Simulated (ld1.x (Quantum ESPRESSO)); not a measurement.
What one change does to a pseudopotential (Pt (Z = 78), TM)

| Property | Result |
| --- | --- |
| Element | Pt |
| Generator | ld1.x (Quantum ESPRESSO) 7.5 |
| Type | norm-conserving Troullier–Martins (Kleinman–Bylander form) |
| Functional | revPBE |
| Relativity | scalar-relativistic |
| Frozen core | [Kr] 4d10 4f14 |
| Valence charge | 18 |
| Reference configuration | 5s2 5p6 5d10 6s0 6p0 |
| Partial waves | 5s (bound): rc 1.60 bohr; 5p (bound): rc 1.80 bohr; 5d (bound): rc 1.75 bohr |
| Local potential | all-electron potential smoothed inside 1.50 bohr (lloc = -1) |
| Core correction | none |

Change: wave 5d (bound): rc 1.75 bohr becomes 5d (bound): rc 2.44 bohr.

Cutoffs: the cutoffs (Ry, on a coarse ladder) from which the occupation-weighted sum of valence levels, in a spherical-Bessel basis at the reference potential, stays within 10 and 1 mRy of its value at 400 Ry; they do not see the model core or the augmentation charge, which bear on the density cutoff. Errors are all-electron minus pseudo energies relative to the spin-unpolarised reference configuration.

Problem. How do hardness, ghosts and transferability respond?

Solution. The potential gets neither clearly harder nor softer (55 Ry and 80 Ry → 55 Ry and 80 Ry); the s channel sets the loose cutoff, while the largest relative change is in d, which becomes softer; of the 7 tests that both files solve, the error grows in 1 and shrinks in 2 by more than 15 % and 0.3 meV (median size 50.8 → 50.7 meV); neither file shows a bound ghost.

```tsv
quantity	base	changed
cutoff, loose	55 Ry	55 Ry
cutoff, tight	80 Ry	80 Ry
loose cutoff by channel (10 mRy a level)	s 35 Ry, p 25 Ry, d 35 Ry	s 35 Ry, p 25 Ry, d 30 Ry
bound ghosts	none	none
error for 5s2 5p6 5d9 6s1 6p0, meV [ΔE 0.05 eV]	+594	+596
error for 5s2 5p6 5d9 6s0 6p0, meV [ΔE 9.12 eV]	+1.1	-0.4
error for 5s2 5p6 5d8 6s0 6p0, meV [ΔE 29.00 eV]	0.0	-4.0
error for 5s2 5p6 5d8 6s1 6p0, meV [ΔE 11.15 eV]	+835	+841
error for 5s2 5p6 5d9 6s0 6p1, meV [ΔE 5.08 eV]	+51	+51
error for 5s2 5p6 5d7 6s0 6p0, meV [ΔE 61.14 eV]	-5.0	-1.3
error for 5s2 5p6 5d9.5 6s0.5 6p0, meV [ΔE -0.09 eV]	+277	+278
```
